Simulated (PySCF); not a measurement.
SMILES [CH3][Ge]([CH2][Al]([OH])[OH])([CH3])[CH3] (C4H13AlGeO2) (GFN2-xTB optimised geometry):

```
21

Ge    -0.355     0.747     0.000
C     -1.081     2.605     0.000
C     -1.030    -0.247     1.582
C     -0.945    -0.193    -1.644
C      1.632     0.747     0.000
Al     2.166    -0.888    -1.004
O      1.969    -2.330    -0.236
O      2.669    -0.704    -2.560
H     -2.166     2.587    -0.032
H     -0.779     3.140     0.895
H     -0.725     3.159    -0.864
H     -0.611    -1.248     1.595
H     -2.113    -0.329     1.557
H     -0.751     0.252     2.506
H     -0.930     0.466    -2.507
H     -0.237    -1.005    -1.831
H     -1.940    -0.619    -1.559
H      1.998     1.650    -0.487
H      1.985     0.762     1.030
H      1.845    -3.159     0.200
H      2.912    -0.530    -3.456
```

Method: PySCF with B3LYP/def2-SVP.

### Question
What are the frontier orbital energies and the dipole moment?

### Answer
HOMO-2 -7.67 eV, HOMO-1 -7.58 eV, HOMO -6.80 eV, LUMO 0.18 eV, LUMO+1 1.03 eV; dipole moment 0.83 D.

On the same geometry PySCF 2.14.0 with PBE/def2-SVP gives HOMO-2 -6.63 eV, HOMO-1 -6.52 eV, HOMO -5.83 eV, LUMO -0.37 eV, LUMO+1 0.41 eV; dipole moment 0.80 D.

Meta-Löwdin charges at B3LYP/def2-SVP: Ge1 0.78, C2 -0.50, C3 -0.50, C4 -0.50, C5 -0.67, Al6 1.03, O7 -0.73, O8 -0.73, H9 0.10, H10 0.10, H11 0.10, H12 0.10, H13 0.10, H14 0.10, H15 0.11, H16 0.10, H17 0.11, H18 0.11, H19 0.11, H20 0.34, H21 0.34.
